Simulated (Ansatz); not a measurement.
Abridged output of a molecular run in Ansatz:

```
Functional definition: HF
1696 factors; integrals over basis functions are off by at most 9.5e-4 eV
mean field evaluation 1: about -57028.9701 eV, gradient 4.7e1 eV
mean field evaluation 2: about -57029.1758 eV, gradient 4.7e1 eV
mean field evaluation 4: about -57034.7407 eV, gradient 5.2e0 eV
mean field evaluation 8: about -57034.8358 eV, gradient 3.6e-1 eV
mean field -57034.83665995 eV, -2095.9915876523 hartree, gradient 7.2e-6 eV, S^2 0.000000; 0 other end points of the search recorded, 0 dependent functions left out
13 core orbitals not correlated: weight in the atoms' cores, before any rotation towards them, 1.000 or more for the frozen orbitals, at most 0.000 for the correlated occupied ones
reference -57034.83665995 eV, -2095.9915876523 hartree; 19, 19 occupied and 252, 252 virtual orbitals, 1696 factors
second order -26.21140929 eV of doubles, -0.00000000 eV of singles
cycle   1  -26.14745211 eV  change    6.4e-2 eV  update   1.3e-1
cycle   2  -26.90499783 eV  change   -7.6e-1 eV  update   3.8e-2
cycle   3  -27.06067160 eV  change   -1.6e-1 eV  update   2.2e-2
cycle   4  -27.04656025 eV  change    1.4e-2 eV  update   7.0e-3
cycle   5  -27.04557232 eV  change    9.9e-4 eV  update   4.5e-3
cycle   6  -27.04669316 eV  change   -1.1e-3 eV  update   1.5e-3
cycle   7  -27.04623581 eV  change    4.6e-4 eV  update   6.4e-4
cycle   8  -27.04618466 eV  change    5.1e-5 eV  update   1.6e-4
cycle   9  -27.04624044 eV  change   -5.6e-5 eV  update   5.4e-5
cycle  10  -27.04622686 eV  change    1.4e-5 eV  update   1.8e-5
perturbative correction -1.17714365 eV, -0.0432592313 hartree
Total energy: -57063.06003046 eV, -2097.0287773882 hartree
```

Its atoms:

Z-matrix (Å, degrees):
```
C
C 1 1.548
Ga 1 2.452 2 54.7
N 1 1.460 2 102.6 3 2.6
H 1 1.100 2 110.2 3 -117.5
H 1 1.099 2 111.9 3 123.5
C 2 1.516 1 115.7 3 124.3
H 2 1.094 1 110.3 3 -110.3
H 3 1.555 1 169.1 2 -179.6
H 4 1.007 1 119.6 2 177.7
H 7 1.093 2 111.6 1 -175.3
H 7 1.094 2 111.7 1 -55.0
H 7 1.097 2 111.6 1 64.8
```

Problem. Which basis set was used?
A. def2-TZVPPD
B. def2-SVP
C. def2-TZVPP
D. cc-pV(D+d)Z

Solution. C. It gives 284 functions.

Problem. Write the keys of the input that set method, charge and spin (a neutral closed shell needs none for the last two).

Solution. 
```yaml
correlation: {method: ccsd_t}
```
